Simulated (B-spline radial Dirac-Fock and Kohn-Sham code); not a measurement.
# X-ray form factors of holmium in several charge states

Method: Dirac-Fock orbitals of the configuration average with a finite nucleus. Computed with an atomic code on a B-spline grid.

Configurations: Ho [Xe] 4f11 6s2; Ho⁺ [Xe] 4f11 6s1; Ho⁵⁺ [Kr] 4d10 4f9 5s2 5p5. The first column is f₀ of Ho, the others are differences from it.

| s (Å⁻¹) | Ho | Δ Ho⁺ | Δ Ho⁵⁺ |
| --- | --- | --- | --- |
| 0 | 67.000 | -1.000 | -5.000 |
| 0.05 | 65.650 | -0.602 | -4.154 |
| 0.1 | 62.744 | -0.087 | -2.695 |
| 0.15 | 59.507 | +0.060 | -1.677 |
| 0.2 | 56.133 | +0.043 | -1.061 |
| 0.25 | 52.675 | +0.014 | -0.648 |
| 0.3 | 49.276 | -0.001 | -0.370 |
| 0.35 | 46.066 | -0.006 | -0.199 |
| 0.4 | 43.110 | -0.006 | -0.108 |
| 0.45 | 40.417 | -0.003 | -0.065 |
| 0.5 | 37.968 | -0.001 | -0.045 |
| 0.6 | 33.675 | +0.002 | -0.018 |
| 0.7 | 30.029 | +0.002 | +0.015 |
| 0.8 | 26.921 | +0.001 | +0.044 |
| 0.9 | 24.301 | 0.000 | +0.059 |
| 1 | 22.130 | -0.001 | +0.057 |
| 1.1 | 20.357 | -0.001 | +0.046 |
| 1.2 | 18.916 | -0.001 | +0.032 |
| 1.4 | 16.749 | 0.000 | +0.009 |
| 1.6 | 15.123 | 0.000 | +0.002 |
